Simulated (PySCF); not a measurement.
**Fractional electron number in Cu²⁺ (copper, charge +2)**

The 3d beta orbital of [Ar] 3d9 is emptied in steps (occupation f), with all orbitals relaxed, ending at [Ar] 3d8. Computed with PySCF 2.14 in aug-cc-pVTZ-PP with ECP10MDF, with a scalar-relativistic core potential. The exact energy is a straight line in f; departures are measured from the line between the end points of the same method.

```tsv
f	M06-2X (eV)
1	0.000
0.9	-0.256
0.7	-0.612
0.5	-0.745
0.3	-0.640
0.1	-0.284
0	0.000
```

```json
{"method": "M06-2X", "E(f=0) − E(f=1) (eV)": "37.451", "−ε at f=1 (eV)": "34.645", "−ε at f=0.5 (eV)": "37.370"}
```

Orbital energy along the path (eV):

| f | M06-2X |
| --- | --- |
| 1 | -34.645 |
| 0.9 | -35.143 |
| 0.7 | -36.214 |
| 0.5 | -37.370 |
| 0.3 | -38.585 |
| 0.1 | -39.915 |
| 0 | -40.665 |

Reference removal energy between the ground levels: 36.841 ± 0.012 eV (measured; NIST Atomic Spectra Database, ionization energies). The calculation has no spin-orbit coupling. The determinant left behind need not be the lowest term of the ion.
